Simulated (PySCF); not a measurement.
**Tl+ (thallium, charge +1) across methods**

[Xe] 4f14 5d10 6s2, closed-shell 1S. Computed with PySCF 2.14 in aug-cc-pwCVTZ-PP with ECP60MDF, with a scalar-relativistic core potential.

```json
{"method": "BHandHLYP", "E (hartree)": "-172.1811", "mean ε 5p (eV)": "-93.644", "mean ε 5d (eV)": "-26.868", "mean ε 6s (eV)": "-17.932", "Σ⟨r²⟩ (bohr²)": "44.62", "⟨S²⟩": "0.000"}
{"method": "LDA", "E (hartree)": "-172.0543", "mean ε 5p (eV)": "-84.691", "mean ε 5d (eV)": "-22.993", "mean ε 6s (eV)": "-16.664", "Σ⟨r²⟩ (bohr²)": "44.57", "⟨S²⟩": "0.000"}
{"method": "r2SCAN", "E (hartree)": "-172.3773", "mean ε 5p (eV)": "-86.923", "mean ε 5d (eV)": "-23.406", "mean ε 6s (eV)": "-16.483", "Σ⟨r²⟩ (bohr²)": "44.26", "⟨S²⟩": "0.000"}
{"method": "revPBE", "E (hartree)": "-172.3924", "mean ε 5p (eV)": "-84.695", "mean ε 5d (eV)": "-22.798", "mean ε 6s (eV)": "-16.157", "Σ⟨r²⟩ (bohr²)": "44.48", "⟨S²⟩": "0.000"}
{"method": "HSE06", "E (hartree)": "-172.2974", "mean ε 5p (eV)": "-88.792", "mean ε 5d (eV)": "-24.502", "mean ε 6s (eV)": "-16.752", "Σ⟨r²⟩ (bohr²)": "44.47", "⟨S²⟩": "0.000"}
{"method": "CAM-B3LYP", "E (hartree)": "-172.2618", "mean ε 5p (eV)": "-90.457", "mean ε 5d (eV)": "-26.329", "mean ε 6s (eV)": "-18.508", "Σ⟨r²⟩ (bohr²)": "44.63", "⟨S²⟩": "0.000"}
{"method": "PBE", "E (hartree)": "-172.3376", "mean ε 5p (eV)": "-84.728", "mean ε 5d (eV)": "-22.846", "mean ε 6s (eV)": "-16.267", "Σ⟨r²⟩ (bohr²)": "44.52", "⟨S²⟩": "0.000"}
{"method": "UHF", "E (hartree)": "-171.33120", "mean ε 5p (eV)": "-101.64", "mean ε 5d (eV)": "-30.148", "mean ε 6s (eV)": "-18.719", "Σ⟨r²⟩ (bohr²)": "44.87", "⟨S²⟩": "0.000"}
{"method": "PBE0", "E (hartree)": "-172.2998", "mean ε 5p (eV)": "-89.202", "mean ε 5d (eV)": "-24.923", "mean ε 6s (eV)": "-17.128", "Σ⟨r²⟩ (bohr²)": "44.44", "⟨S²⟩": "0.000"}
```

Energies and moments cover only the electrons outside the core potential. Spin-orbit coupling, which splits the p, d and f shells strongly at this Z, is absent.
